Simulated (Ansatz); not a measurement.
HCu, triplet, geometry from GFN2-xTB of the parent state (such geometries of metal compounds can be far from the true shape) (another spin typed on purpose, not shown lowest); PBE0/def2-SVP (Ansatz, an electronic-structure program).

The Ansatz input:
Ansatz 0.2 input:
```yaml
crystal:
  periodic: [false, false, false]
  atoms:
    - {symbol: Cu, position_ang: [-0.00000000, -0.00000000, -0.04747396]}
    - {symbol: H, position_ang: [0.00000000, 0.00000000, 1.37674489]}
basis:
  gaussian:
    orbitals: def2-SVP
hamiltonian:
  xc: pbe0
magnetization: {spin_polarized: true, initial_magnetization: 2}
```

The log (banner, timings and long lists left out):

```
Functional definition: PBE0
399 factors; integrals over basis functions are off by at most 1.3e-3 eV
mean field evaluation 1: about -44639.3309 eV, gradient 1.6e1 eV
mean field evaluation 2: about -44636.6377 eV, gradient 3.8e1 eV
mean field evaluation 4: about -44640.1992 eV, gradient 1.3e0 eV
mean field evaluation 8: about -44640.2486 eV, gradient 9.3e-2 eV
mean field evaluation 16: about -44640.2486 eV, gradient 1.7e-4 eV
mean field -44640.24860731 eV, -1640.4988780712 hartree, gradient 3.1e-5 eV, S^2 2.001945; 2 other end points of the search recorded, 0 dependent functions left out
reference -44640.24864800 eV, -1640.4988795666 hartree; 16, 14 occupied and 20, 22 virtual orbitals, 399 factors
Total energy: -44640.24864800 eV, -1640.4988795666 hartree
```
